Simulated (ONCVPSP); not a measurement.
# Logarithmic derivatives: manganese (Mn), ONCV

manganese (Mn), optimised norm-conserving Vanderbilt (ONCV), made with ONCVPSP 4.0.1 (PBE, fully relativistic). Core [Ne], reference 3s2 3p6 3d5 4s1 (charge +1). Waves: 3s+4s: rc 1.60 bohr, ncon 4, nbas 9, qcut 6.5 1/bohr, 2 projectors; 3p: rc 0.85 bohr, ncon 4, nbas 8, qcut 9.8 1/bohr, 1 projector; 3d: rc 1.15 bohr, ncon 5, nbas 9, qcut 14 1/bohr, 2 projectors, debl 2.3 Ha; f scattering state at 0.19 Ha: rc 1.70 bohr, ncon 3, nbas 7, qcut 7.1 1/bohr, 2 projectors, debl 1.9 Ha. Local part: polynomial inside 0.65 bohr (lpopt 4, dvloc0 0 Ha). Core correction: Teter function, fcfact 2, rcfact 1.25.

Open shells are filled in proportion to 2j + 1.

The phase is arctan(r·R′/R) of the radial function R(r), unwrapped; energies in Ha, scanned from -5 to 5 Ha. A pole is an energy at which the radial function vanishes at the test radius. The pseudo phase is shifted by a multiple of π to meet the all-electron one at the reference energy, and phase errors are pseudo minus all-electron; the curves can meet again beyond the range given. Levels narrower than the energy grid can be missing from the lists of poles.

```
channel  radius (bohr)  reference energy (Ha)  poles, all-electron  poles, pseudo  unbroken range about the reference energy with phases within 0.05 rad  phase error 1 Ha above the reference energy (rad)
      s           1.63                  -0.44                -3.23    -3.23, 4.63                                                        the whole range                                             -0.003
   p3/2           0.86                  -2.29                 4.80           4.23                                                        the whole range                                             -0.001
   p1/2           0.86                  -2.34                 4.62           4.09                                                        the whole range                                             -0.001
   d5/2           1.17                  -0.55                 1.28           1.28                                                        the whole range                                             +0.000
   d3/2           1.17                  -0.55                 1.27           1.27                                                        the whole range                                             +0.000
   f7/2           1.73                   0.19                 4.54     3.40, 4.88                                                              below 3.3                                             -0.000
   f5/2           1.73                   0.19                 4.54     3.65, 4.96                                                              below 3.6                                             -0.000
```

Note: no bound ghost flagged; GHOST(+) flagged for f7/2 at 93.4 eV, f5/2 at 100.7 eV.

Phases in the f7/2 channel:

```json
{"E (Ha)": "-4.96", "all-electron": "1.369", "pseudo": "1.369"}
{"E (Ha)": "-4.72", "all-electron": "1.364", "pseudo": "1.364"}
{"E (Ha)": "-4.48", "all-electron": "1.359", "pseudo": "1.358"}
{"E (Ha)": "-4.24", "all-electron": "1.353", "pseudo": "1.353"}
{"E (Ha)": "-4.00", "all-electron": "1.347", "pseudo": "1.347"}
{"E (Ha)": "-3.76", "all-electron": "1.340", "pseudo": "1.340"}
{"E (Ha)": "-3.52", "all-electron": "1.333", "pseudo": "1.333"}
{"E (Ha)": "-3.28", "all-electron": "1.325", "pseudo": "1.325"}
{"E (Ha)": "-3.04", "all-electron": "1.316", "pseudo": "1.316"}
{"E (Ha)": "-2.80", "all-electron": "1.307", "pseudo": "1.307"}
{"E (Ha)": "-2.56", "all-electron": "1.296", "pseudo": "1.296"}
{"E (Ha)": "-2.32", "all-electron": "1.285", "pseudo": "1.284"}
{"E (Ha)": "-2.08", "all-electron": "1.272", "pseudo": "1.271"}
{"E (Ha)": "-1.84", "all-electron": "1.257", "pseudo": "1.256"}
{"E (Ha)": "-1.60", "all-electron": "1.240", "pseudo": "1.240"}
{"E (Ha)": "-1.36", "all-electron": "1.220", "pseudo": "1.220"}
{"E (Ha)": "-1.12", "all-electron": "1.197", "pseudo": "1.197"}
{"E (Ha)": "-0.88", "all-electron": "1.170", "pseudo": "1.170"}
{"E (Ha)": "-0.64", "all-electron": "1.138", "pseudo": "1.138"}
{"E (Ha)": "-0.40", "all-electron": "1.099", "pseudo": "1.098"}
{"E (Ha)": "-0.16", "all-electron": "1.049", "pseudo": "1.049"}
{"E (Ha)": "0.08", "all-electron": "0.986", "pseudo": "0.985"}
{"E (Ha)": "0.32", "all-electron": "0.902", "pseudo": "0.901"}
{"E (Ha)": "0.56", "all-electron": "0.787", "pseudo": "0.787"}
{"E (Ha)": "0.80", "all-electron": "0.626", "pseudo": "0.626"}
{"E (Ha)": "1.04", "all-electron": "0.399", "pseudo": "0.399"}
{"E (Ha)": "1.28", "all-electron": "0.092", "pseudo": "0.091"}
{"E (Ha)": "1.52", "all-electron": "-0.264", "pseudo": "-0.264"}
{"E (Ha)": "1.76", "all-electron": "-0.593", "pseudo": "-0.593"}
{"E (Ha)": "2.00", "all-electron": "-0.845", "pseudo": "-0.845"}
{"E (Ha)": "2.24", "all-electron": "-1.026", "pseudo": "-1.026"}
{"E (Ha)": "2.48", "all-electron": "-1.154", "pseudo": "-1.155"}
{"E (Ha)": "2.72", "all-electron": "-1.248", "pseudo": "-1.251"}
{"E (Ha)": "2.96", "all-electron": "-1.320", "pseudo": "-1.326"}
{"E (Ha)": "3.20", "all-electron": "-1.377", "pseudo": "-1.396"}
{"E (Ha)": "3.44", "all-electron": "-1.423", "pseudo": "-2.497"}
{"E (Ha)": "3.68", "all-electron": "-1.462", "pseudo": "-4.559"}
{"E (Ha)": "3.92", "all-electron": "-1.496", "pseudo": "-4.606"}
{"E (Ha)": "4.16", "all-electron": "-1.527", "pseudo": "-4.639"}
{"E (Ha)": "4.40", "all-electron": "-1.555", "pseudo": "-4.666"}
{"E (Ha)": "4.64", "all-electron": "-1.582", "pseudo": "-4.690"}
{"E (Ha)": "4.88", "all-electron": "-1.608", "pseudo": "-4.712"}
```
